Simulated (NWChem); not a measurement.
Molecule: C$_{2}$H$_{2}$ClF; SMILES F/C=C\Cl

Computed with NWChem. Pople sets run with spherical d functions. Geometry: optimised at B3LYP/6-31G* (spherical d). Level: PBE0/6-31+G*; the question gives the wavelength of the field.

### Question
What does the run give for field 589 nm? Quantities: isotropic polarisability (bohr³); anisotropy (bohr³).

### Answer
```json
{
  "isotropic polarisability (bohr³)": "36.8",
  "anisotropy (bohr³)": "25.4"
}
```
